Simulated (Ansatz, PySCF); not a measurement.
Ge(F)2(Br)(OH) (BrF2GeHO), SMILES [OH][Ge]([F])([F])[Br].

Geometry: PBE0-D3(BJ)/def2-SVP. This is a generated structure with no PubChem entry under its InChIKey; it may be hypothetical. Other conformers were not sampled.

Vertical ionisation energy (IE) and electron affinity (EA) in eV. Rows of orbital energies are one-electron estimates. Where ΔSCF, EOM or ADC give a negative EA the extra electron is unbound and the value depends on the basis.

```
level                                                                  IE    EA
------------------------------------------------------------------  -----  ----
−ε(HOMO), −ε(LUMO), r2SCAN/def2-TZVP (PySCF)                         8.47  2.31
−ε(HOMO), −ε(LUMO), PBE/def2-TZVP (PySCF)                            8.08  2.62
ΔSCF, PBE/def2-SVPD (Ansatz), final states of multiplicity 2 and 2  11.48  0.35
```

What vertical singlet–triplet gap does ΔSCF give with PBE/def2-SVPD (Ansatz, an electronic-structure program)? (Estimate from the structure and the level; the computed values follow.)

5.50 eV (triplet above singlet where positive).
